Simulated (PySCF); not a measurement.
# Correlation energy of S²⁺ (sulfur, charge +2)

[Ne] 3s2 3p2, high-spin 3P determinant. Calculation: PySCF 2.14, in aug-cc-pV(D+d)Z (5s4p3d, 32 functions); no relativity, point nucleus. Frozen: [Ne]; 4 electrons correlated.

MP2 pair energies summed by pair of shells (mhartree):

```tsv
pair	energy	share (%)
3s-3p	-33.38	61.0
3s-3s	-15.48	28.3
3p-3p	-5.85	10.7
```

Total MP2 correlation energy: -54.71 mhartree.

Same-spin part -8.77 and opposite-spin part -45.94 mhartree; SCS-MP2 scales them by 1/3 and 6/5 to -58.05 mhartree.

```json
{"level": "CCSD", "correlation energy (mhartree)": "-77.93"}
{"level": "(T)", "correlation energy (mhartree)": "-1.02"}
{"level": "CCSD(T)", "correlation energy (mhartree)": "-78.95"}
```

Diagnostics: T1 = 0.0080, D1 = 0.0216, largest double amplitude 0.107.

**Question.** Is a single reference adequate?

**Answer.** Mostly. T1 lies below 0.03, but a double amplitude of this size points to a near-degeneracy that CCSD handles and MP2 describes poorly.
